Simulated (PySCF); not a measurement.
The numbers are results of PySCF 2.14.0 with PBE-D3(BJ)/def2-TZVP // r2SCAN-D4/def2-TZVP, not measurements. Gas-phase values, no solvent. One relaxed conformer stands for a flexible species; it need not be the lowest. Excitations are Tamm–Dancoff values on a coarser integration grid. The basis has no diffuse functions, so Rydberg states are missing or too high.

Reference species (SMILES): `C=[SiH]N` (neutral, multiplicity 1).

The S1 excitation (TDA) is 4.42 eV and the HOMO–LUMO gap is 3.89 eV.

Changed species: `C=N[SiH3]`.

Task: Predict the effect on the S1 excitation (TDA) and HOMO–LUMO gap.

Result: the S1 excitation (TDA) decreases by 0.43 eV, to 3.99 eV; the HOMO–LUMO gap decreases by 0.17 eV, to 3.72 eV.
